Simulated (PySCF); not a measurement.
How methods differ on the excitation energy of S⁺

S⁺ [Ne] 3s2 3p3 (4S) → S⁺ [Ne] 3s1 3p3 3d1 (6D), as a difference of total energies. Computed with PySCF 2.14 in dyall-av3z, with the non-relativistic Hamiltonian (point nucleus). Correlated levels: valence: [Ne] frozen; virtual orbitals above 40 to 60 times the deepest correlated orbital energy dropped. The calculations carry no spin-orbit coupling.

```
           method  excitation energy (eV)
              UHF                  18.623
    MP2 (valence)                  20.296
SCS-MP2 (valence)                  20.766
   CCSD (valence)                  20.550
CCSD(T) (valence)                  20.635
```

Problem. How much does correlation contribute at CCSD(T) (valence)?

Solution. 20.635 − (18.623) = 2.012 eV, measured against UHF.

The promoted electron is Rydberg-like, and one or two diffuse shells describe it only roughly, which tends to raise the upper state.
